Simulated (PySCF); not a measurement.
Stepwise substitution at one centre (Ge C2H5-I). All species are isolated molecules in the gas phase. One relaxed conformer stands for each flexible species; it need not be the lowest. Strings in code marks are SMILES.

Method: PySCF 2.14.0 with ωB97X-D3(BJ)/def2-TZVP // B3LYP-D3(BJ)/def2-SVP. Excitations are Tamm–Dancoff values on a coarser integration grid. The basis has no diffuse functions, so Rydberg states are missing or too high.

| species | HOMO–LUMO gap (eV) | S1–T1 gap (TDA) (eV) | S1 oscillator strength | S1 excitation (TDA) (eV) |
|---|---|---|---|---|
| 0 of 4 C2H5 replaced by I (`C[CH2][Ge]([CH2]C)([CH2]C)[CH2]C`) | 12.50 | – | 0.040 | 7.97 |
| 1 of 4 C2H5 replaced by I | 11.08 | 0.45 | 0.013 | 5.76 |
| 2 of 4 C2H5 replaced by I (`C[CH2][Ge]([I])([I])[CH2]C` (C–C–Ge–I torsion 58°, I–Ge–C–C torsion -59°)) | 10.00 | 0.54 | 0.048 | 5.10 |
| 3 of 4 C2H5 replaced by I (`[Ge]([I])([I])([I])[CH2]C` (C–C–Ge–I torsion 180°)) | 9.05 | 0.39 | 0.000 | 4.32 |
| 4 of 4 C2H5 replaced by I (`[Ge]([I])([I])([I])[I]`) | 8.29 | – | 0.000 | 3.76 |
